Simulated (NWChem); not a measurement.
Molecule: MgH2; SMILES [MgH2]

```xyz
3

Mg     0.0000     0.0000     0.0000
H      0.0000     0.0000    -1.7125
H      0.0000     0.0000     1.7125
```
Atoms are numbered in this order, from 1.

Results from NWChem. Structure relaxed at the B3LYP/6-31G* (spherical d) level. Vertical excitations in the gas phase; the lowest state need not have the same character in each row.

For level B3LYP/aug-cc-pVDZ, TDA:

| Quantity | Value |
|---|---|
| lowest excitation, singlet (eV) | 5.15 |
| lowest state with f > 0.02, singlet (eV) | 6.88 |
| orbital gap (eV) | 6.13 |

What are these values for level LDA (Slater exchange, VWN5)/aug-cc-pVDZ, TDA?

The lowest excitation, singlet (eV) is 4.75 and the lowest state with f > 0.02, singlet (eV) comes out as 6.40. The orbital gap (eV) comes out as 4.66.
